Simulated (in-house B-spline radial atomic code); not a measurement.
Configurations of Rh V (Rh4+), with energies counted from [Kr] 4d5. All numbers are computed (non-relativistic PBE0, spin-polarised, spherical fractional occupations; point nucleus) with an all-electron radial atomic-structure program (B-spline basis), not measured. Caution: exact exchange at fractional occupations of open shells leaves self-interaction of up to several eV. Shells without spins written out take the highest spin.

Occupations are held fixed; configurations that lie above the ionisation limit could autoionise.

```tsv
configuration	E - E(ref) (eV)	highest orbital	its <r> (bohr)
[Kr] 4d(3 up, 1 down) 4f(0 up, 1 down)	48.96	4f down	2.776
[Kr] 4d4 5f1	50.638	5f up	4.978
[Ar] 3d10 4s2 4p5 4d5 5s1	61.28	5s up	2.273
[Ar] 3d10 4s2 4p5 4d5 5d1	81.473	5d up	3.262
[Ar] 3d10 4s2 4p(2 up, 3 down) 4d(2 up, 3 down) 5p(0 up, 1 down)	84.559	5p down	2.565
[Ar] 3d9 4s2 4p6 4d5 4f1	360.96	4f up	2.464
[Ar] 3d9 4s2 4p6 4d5 5f1	369.76	5f up	4.862
```

Task: Order these further configurations by energy, lowest first.
A. [Ar] 3d10 4s2 4p5 4d5 5p1
B. [Kr] 4d(1 up, 4 down)
C. [Kr] 4d4 4f1
D. [Kr] 4d4 5p1
E. [Ar] 3d10 4s2 4p5 4d6

Result: B (7.295 eV), D (28.4 eV), C (42.03 eV), E (49.753 eV), A (69.856 eV).

Task: How far above the reference does [Ar] 3d10 4s2 4p5 4d5 5f1 lie?

Result: 92.199 eV; its least bound orbital is 5f up with <r> = 4.908 bohr.

Task: How far above the reference does [Ar] 3d10 4s2 4p(3 up, 2 down) 4d(4 up, 1 down) 4f(0 up, 1 down) lie?

Result: 94.247 eV; its least bound orbital is 4f down with <r> = 2.794 bohr.

Task: How far above the reference does [Kr] 4d(3 up, 1 down) 5f(1 up, 0 down) lie?

Result: 56.53 eV; its least bound orbital is 5f up with <r> = 5.007 bohr.
